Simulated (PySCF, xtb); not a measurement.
Al(F)(OMe)2 (C2H6AlFO2), SMILES [O](C)[Al]([O]C)[F].

GFN2-xTB in xtb at its own geometry gives an orbital gap of 4.19 eV and a dipole moment of 2.79 D.

Coordinates come from a PBE0-D3(BJ)/def2-SVP optimisation. The structure was generated by enumeration; whether it is a known compound was not checked. One conformer was computed; it need not be the lowest.

What does PBE0/def2-TZVP (PySCF) give? (An estimate is asked for; the answer gives what the named calculation found.)

gap 7.59 eV (levels -8.16 and -0.58 eV), dipole 1.90 D.
